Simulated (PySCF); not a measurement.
Species: `O1CC([SiH2][C@H]1CC(C)=C)=O`. The columns A, B, C and D hold Mulliken, IAO, Hirshfeld and ESP-fitted charges (e) of one PBE0/pcSseg-1 density (PySCF), in a shuffled order. Coordinates in Å (GFN2-xTB); the density's dipole moment is (2.11, 1.47, 0.08) D.

```csv
atom,x,y,z,A,B,C,D
C1,1.850,-1.714,0.347,-0.678,-0.117,-0.342,-0.067
C2,1.683,-0.418,0.137,+0.458,+0.016,+0.042,-0.413
C3,2.557,0.360,-0.798,-0.577,-0.117,-0.427,-0.157
C4,0.579,0.354,0.807,-0.573,-0.079,-0.275,-0.109
C5,-0.420,0.938,-0.209,+0.136,-0.043,-0.177,-0.257
O6,-0.855,-0.025,-1.174,-0.380,-0.139,-0.392,-0.499
C7,-1.777,-0.941,-0.649,-0.107,-0.014,-0.114,+0.090
C8,-2.790,-0.234,0.235,+0.432,+0.078,+0.141,-0.039
O9,-3.803,-0.744,0.641,-0.460,-0.225,-0.373,-0.335
Si10,-2.068,1.520,0.583,+0.240,+0.320,+0.632,+0.633
H11,1.213,-2.276,1.010,+0.221,+0.040,+0.139,+0.099
H12,2.636,-2.271,-0.135,+0.231,+0.043,+0.145,+0.100
H13,3.466,-0.190,-1.025,+0.157,+0.048,+0.150,+0.119
H14,2.026,0.543,-1.731,+0.182,+0.046,+0.156,+0.143
H15,2.822,1.323,-0.364,+0.157,+0.043,+0.141,+0.114
H16,0.056,-0.296,1.512,+0.161,+0.036,+0.127,+0.114
H17,0.998,1.192,1.370,+0.178,+0.046,+0.146,+0.139
H18,0.086,1.697,-0.810,+0.085,+0.040,+0.152,+0.144
H19,-1.279,-1.714,-0.044,+0.113,+0.044,+0.145,+0.138
H20,-2.266,-1.431,-1.493,+0.142,+0.060,+0.178,+0.150
H21,-2.746,2.533,-0.219,-0.061,-0.061,-0.093,-0.051
H22,-1.977,1.813,2.008,-0.058,-0.063,-0.102,-0.056
```

Which column most likely holds the ESP-fitted charges?

A. Σ q r misses the density's dipole by 0.06 D (A), 0.69 D (B), 1.52 D (C), 1.69 D (D). Charges fitted to the outside potential are the only set here that is tied to the molecule's multipoles.

And the Hirshfeld charges?

B. The mean sizes are 0.078 e (B), 0.180 e (D), 0.209 e (C), 0.263 e (A), and Hirshfeld charges are commonly the smallest of these schemes.

As computed, A = ESP-fitted, B = Hirshfeld, C = IAO, D = Mulliken. Hydrogens on carbon: ESP-fitted +0.08 to +0.23, Hirshfeld +0.04 to +0.06, IAO +0.13 to +0.18, Mulliken +0.10 to +0.15 e.

The IAO scheme projects the occupied orbitals on a minimal set of polarised atomic orbitals and counts the electrons in each atom's part of it. The Hirshfeld scheme weights the molecular density at each point by an atom's share of the summed free-atom densities.

The structure is a single GFN2-xTB conformer in the gas phase; no vibrational or solvent corrections.
